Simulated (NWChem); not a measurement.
System: HSeSF; SMILES F[Se]S

NWChem input:

```
start job
memory heap 200 mb stack 900 mb global 1100 mb
geometry units angstroms noautoz
  Se    -0.407888     0.457480    -0.005635
  F      1.111665     1.374429    -0.023174
  S      0.285621    -1.578859    -0.058379
  H      0.454044    -1.788054     1.272495
end
basis spherical
  * library 6-31g*
end
dft
  xc mn15
  grid fine
  iterations 150
  mulliken
end
task dft gradient
```

Parts of the log:

```
             Northwest Computational Chemistry Package (NWChem) 7.3.0
             --------------------------------------------------------

 C1  symmetry detected

                             Geometry "geometry" -> ""
                             -------------------------

 Output coordinates in angstroms (scale by  1.889725989 to convert to a.u.)

  No.       Tag          Charge          X              Y              Z
 ---- ---------------- ---------- -------------- -------------- --------------
    1 Se                  34.0000    -0.42334809     0.44658254    -0.00756944
    2 F                    9.0000     1.10415484     1.35037582    -0.01364429
    3 S                   16.0000     0.25291660    -1.59565513    -0.05599024
    4 H                    1.0000     0.40977575    -1.80670651     1.27600337

 Effective nuclear repulsion energy (a.u.)     264.0708933117

                                 NWChem DFT Module
                                 -----------------

 Summary of "ao basis" -> "ao basis" (spherical)
 ------------------------------------------------------------------------------
       Tag                 Description            Shells   Functions and Types
 ---------------- ------------------------------  ------  ---------------------
 Se                          6-31g*                 12       32   5s4p3d
 F                           6-31g*                  6       14   3s2p1d
 S                           6-31g*                  8       18   4s3p1d
 H                           6-31g*                  2        2   2s

            General Information
            -------------------
          SCF calculation type: DFT
          Wavefunction type:  closed shell.
          No. of atoms     :     4
          No. of electrons :    60
           Alpha electrons :    30
            Beta electrons :    30
          Charge           :     0
          Spin multiplicity:     1
          Use of symmetry is: off; symmetry adaption is: off
          Maximum number of iterations: 150
          AO basis - number of functions:    66
                     number of shells:    28
          Convergence on energy requested:  1.00D-06
          Convergence on density requested:  1.00D-05
          Convergence on gradient requested:  5.00D-04

              XC Information
              --------------
                         MN15 Method XC Functional
                     Hartree-Fock (Exact) Exchange  0.440
                          MN15 Exchange Functional  1.000
                        MN15 Correlation Potential  1.000

             Grid Information
             ----------------
          Grid used for XC integration:  fine
          Radial quadrature: Mura-Knowles
          Angular quadrature: Lebedev.
          Tag              B.-S. Rad. Rad. Pts. Rad. Cut. Ang. Pts.
          ---              ---------- --------- --------- ---------
          Se                  1.15      140           8.0       974
          F                   0.50       70          10.0       590
          S                   1.00      123           9.0       770
          H                   0.35       60          10.0       590
          Grid pruning is: on
          Number of quadrature shells:   393
          Spatial weights used:  Erf1

      Superposition of Atomic Density Guess
      -------------------------------------

 Sum of atomic energies:       -2896.83158879

      Non-variational initial energy
      ------------------------------

 Total energy =   -2897.165711
 1-e energy   =   -4558.820475
 2-e energy   =    1397.583870
 HOMO         =      -0.235047
 LUMO         =      -0.046237

     ---------------------------------------------
      Total Density - Mulliken Population Analysis
     ---------------------------------------------

    Atom       Charge   Shell Charges
 -----------   ------   -------------------------------------------------------
    1 Se  34    33.45   2.00  2.00  6.00  2.00  5.99  1.52  2.54  0.38  0.93  6.95  2.94  0.21
    2 F    9     9.60   2.00  0.95  3.43  1.01  2.21  0.01
    3 S   16    16.18   2.00  2.00  5.98  1.32  2.91  0.54  1.40  0.04
    4 H    1     0.77   0.41  0.36

   convergence    iter        energy       DeltaE   RMS-Dens  Diis-err
 ---------------- ----- ----------------- --------- --------- ---------
 d= 0,ls=0.0,diis     1  -2899.8577304667 -3.16D+03  1.82D-02  1.09D+00
 d= 0,ls=0.0,diis     2  -2899.8425019455  1.52D-02  1.13D-02  1.06D+00
 d= 0,ls=0.0,diis     3  -2899.9277532833 -8.53D-02  2.97D-03  1.83D-01
 d= 0,ls=0.0,diis     4  -2899.9421063957 -1.44D-02  6.97D-04  2.31D-03
 d= 0,ls=0.0,diis     5  -2899.9424220957 -3.16D-04  1.65D-04  9.59D-05
  Resetting Diis
 d= 0,ls=0.0,diis     6  -2899.9424347139 -1.26D-05  5.74D-05  1.87D-05
 d= 0,ls=0.0,diis     7  -2899.9424364180 -1.70D-06  2.74D-05  1.07D-06
 d= 0,ls=0.0,diis     8  -2899.9424364933 -7.52D-08  1.31D-05  1.32D-06
 d= 0,ls=0.0,diis     9  -2899.9424366217 -1.28D-07  3.46D-06  2.86D-08

         Total DFT energy =    -2899.942436621656
      One electron energy =    -4558.227204060135
           Coulomb energy =     1517.997573455875
    Exchange-Corr. energy =     -123.783699329118
 Nuclear repulsion energy =      264.070893311722

 Numeric. integr. density =       59.999998155583

                       DFT Final Molecular Orbital Analysis
                       ------------------------------------

[...]

                         DFT ENERGY GRADIENTS

    atom               coordinates                        gradient
                 x          y          z           x          y          z
   1 Se     -0.800012   0.843919  -0.014304   -0.007924  -0.002756   0.000734
   2 F       2.086550   2.551840  -0.025784    0.007767   0.005628  -0.000105
   3 S       0.477943  -3.015351  -0.105806   -0.000202  -0.002654  -0.007091
   4 H       0.774364  -3.414180   2.411297    0.000359  -0.000218   0.006462
```

Level: MN15/6-31G* (spherical d). Geometry: optimised at PBE0/def2-SVP.
